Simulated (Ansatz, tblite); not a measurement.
Removing and adding an electron: cyclo-(F2GeNMe)3 (C3H9F6Ge3N3). Charge 0, multiplicity 1. Geometry: PBE-D4/def2-SVP. Ansatz, gas phase; energy differences of separate SCF runs; the oxidised species was run as a doublet alone; the reduced species was run as a doublet alone.

```csv
atom,x (Å),y (Å),z (Å)
Ge1,1.534,-0.986,-0.436
F2,3.136,-1.083,0.256
F3,1.663,-2.124,-1.756
N4,1.161,0.647,-1.137
C5,2.010,1.147,-2.239
Ge6,-0.146,1.732,-0.482
F7,-0.780,2.679,-1.807
F8,0.485,2.969,0.582
N9,-1.527,0.811,0.266
C10,-2.863,1.444,0.302
Ge11,-1.320,-0.811,1.056
F12,-2.584,-1.863,0.465
F13,-1.670,-0.787,2.769
N14,0.366,-1.471,0.874
C15,0.793,-2.534,1.814
H16,1.449,1.893,-2.836
H17,2.945,1.618,-1.869
H18,2.277,0.312,-2.918
H19,-3.648,0.671,0.176
H20,-2.962,2.159,-0.538
H21,-3.046,1.985,1.254
H22,1.888,-2.479,1.966
H23,0.535,-3.548,1.443
H24,0.304,-2.381,2.796
```

The xTB rows come from tblite. Single mean-field runs in def2-TZVP are fitted with def2-universal-jkfit.

Problem. Estimate orbital energies and vertical ionisation energies and electron affinities at: GFN1-xTB; GFN2-xTB; PBE-D4/def2-TZVP; revPBE-D4/def2-TZVP; PBE0-D4/def2-TZVP.

Solution. 
| level | −HOMO (eV) | vertical IE (eV) | −LUMO (eV) | vertical EA (eV) | HOMO–LUMO gap (eV) | IE − EA (eV) | remarks |
| --- | --- | --- | --- | --- | --- | --- | --- |
| GFN1-xTB | 11.25 | 13.51 | 7.05 | 4.74 | 4.20 | 8.77 | – |
| GFN2-xTB | 11.74 | 14.06 | 7.73 | 5.39 | 4.01 | 8.67 | – |
| PBE-D4/def2-TZVP | 6.76 | – | 2.56 | 0.47 | 4.20 | – | HOMO above zero (-1 doublet) |
| revPBE-D4/def2-TZVP | 6.69 | – | 2.39 | 0.38 | 4.30 | – | HOMO above zero (-1 doublet) |
| PBE0-D4/def2-TZVP | 8.25 | 9.84 | 1.51 | 0.08 | 6.74 | 9.76 | HOMO above zero (-1 doublet) |

Run but left out: PBE-D4/def2-TZVP, revPBE-D4/def2-TZVP (charge +1 doublet: an occupied level 0.13 eV above an empty one).   A HOMO above zero means that the electron is unbound at that level or that self-interaction error raises the level; the energy of removing that electron tells which. Raw xTB energy differences between charge states are shifted by several eV; the methods need an empirical correction for them. Sets without diffuse functions give affinities that are too small.
